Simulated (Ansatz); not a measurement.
```yaml
crystal:
  periodic: [false, false, false]
  atoms:
    - {symbol: B, position_ang: [-0.589797, 0.992045, -0.562771]}
    - {symbol: C, position_ang: [0.742728, 0.339053, -0.535385]}
    - {symbol: C, position_ang: [1.276595, -0.666558, 0.055855]}
    - {symbol: C, position_ang: [-1.060472, 0.995916, -1.427019]}
    - {symbol: H, position_ang: [-1.360472, 0.695916, -1.427019]}
    - {symbol: H, position_ang: [-0.789056, 1.928297, 0.152964]}
    - {symbol: H, position_ang: [2.153310, -1.266375, 0.206586]}
    - {symbol: H, position_ang: [-0.850600, -1.298442, 0.096883]}
    - {symbol: H, position_ang: [-0.342644, -0.203121, 1.501260]}
basis:
  gaussian: {orbitals: def2-SVPD, nuclear_model: gaussian}
hamiltonian: {xc: {name: PBE0-DH}}
```

```sh
$ ansatz run in.yaml --threads 2 --pin off --events-out ev --progress --plain --max-ram 4352MiB
```

It prints (some lines left out):

```
Functional definition: PBE0-DH
1200 factors; integrals over basis functions are off by at most 1.0e-3 eV
mean field evaluation 1: about -3748.4647 eV, gradient 1.1e2 eV
mean field evaluation 2: about -3748.4638 eV, gradient 1.1e2 eV
mean field evaluation 4: about -3790.4192 eV, gradient 3.1e1 eV
mean field evaluation 8: about -3793.0904 eV, gradient 1.1e0 eV
mean field evaluation 16: about -3793.0939 eV, gradient 1.4e-3 eV
a density is far from that of the atoms, so the factors are made again for it
1212 factors; integrals over basis functions are off by at most 9.6e-4 eV
mean field evaluation 96: about -3793.0939 eV, gradient 1.6e-5 eV
mean field -3793.09387854 eV, -139.3936289851 hartree, gradient 2.3e-6 eV, S^2 0.000000; 2 other end points of the search recorded, 0 dependent functions left out; unrestricted orbitals would lower it
4 core orbitals not correlated: weight in the atoms' cores, before any rotation towards them, 1.000 or more for the frozen orbitals, at most 0.000 for the correlated occupied ones
reference -3793.09390527 eV, -139.3936299672 hartree; 10, 10 occupied and 106, 106 virtual orbitals, 1212 factors
second order -19.51005177 eV of doubles, -0.00000000 eV of singles
Total energy: -3795.53266174 eV, -139.4832526145 hartree
```

Problem. What is wrong with this run?

Solution. One atom was put on top of another. Self-consistency was reached. The result belongs to that input, not to the molecule as meant.
